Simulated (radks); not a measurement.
Pb24+, configuration [Kr] 4d10 4f12.

Calculated with a radial shooting solver on a logarithmic mesh with Libxc functionals: Dirac Kohn-Sham, PBE, spin-unpolarised, spherical densities, finite nucleus; open shells fill j = l - 1/2 first; Fermi nuclear charge, rms radius 5.5012 fm.

Energy parts (hartree):
total: -20677.5366
kinetic: 24071.6089
electron-nucleus: -50892.3981
Hartree: 6508.5186
exchange-correlation: -365.2661

Orbitals (lengths in bohr, moments of r in powers of bohr; <r^-3> diverges for s and p1/2):
orbital  occ.  eigenvalue (hartree)  <r^-3>
1s1/2       2             -3255.624       -
2s1/2       2             -601.7986       -
2p1/2       2             -579.2103       -
2p3/2       4             -498.7037   23400
3s1/2       2             -162.5150       -
3p1/2       2             -152.2687       -
3p3/2       4             -134.2575    5543
3d3/2       4             -117.3436   973.6
3d5/2       6             -113.5039   794.7
4s1/2       2             -54.41482       -
4p1/2       2             -49.94491       -
4p3/2       4             -45.37466    1421
4d3/2       4             -38.05438   230.7
4d5/2       6             -37.17557   184.8
4f5/2       6             -27.68701   43.31
4f7/2       6             -27.47176   41.23

The highest occupied level is 4f7/2 at -747.54 eV. The density falls to 0.001 e/bohr^3 at r = 1.34 bohr. For comparison, the ionisation energy in NIST's Atomic Spectra Database is 750 eV (theoretical). In exact Kohn-Sham theory the highest level is minus the ionisation energy, but local and semilocal functionals leave it too shallow, through self-interaction and a potential that decays too fast; potentials with the right tail come closer. The electron density at the nucleus is 2.732e+06 e/bohr^3. Summed over all electrons, <r^2> = 6.459 bohr^2, which gives a Langevin (diamagnetic) susceptibility term of -5.12 x 10^-6 cm^3/mol.

Beside tabulated values, note that spin-unpolarised runs miss the spin-polarisation part of the exchange energy of open shells.
